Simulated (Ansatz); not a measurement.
Harmonic frequencies (cm⁻¹) at PBE0-D4/def2-TZVP from Ansatz: 46, 98, 122, 135, 245, 330, 525, 577, 692, 701, 702, 713, 728, 867, 926, 935, 940, 952, 959, 987, 999, 1185, 1418, 1450, 1810, 2166, 2219, 2224, 2240, 2252, 2253, 3022, 3622.

Each molecule was computed in one conformer, which needn't be the lowest.

Task: Which molecule is it?
A. `C=N[SiH2]N[SiH3]`
B. `CBCCO`
C. `N[SiH2]N1C[SiH2]1`
D. `[SiH3]/N=C\N[SiH3]`

Result: D.
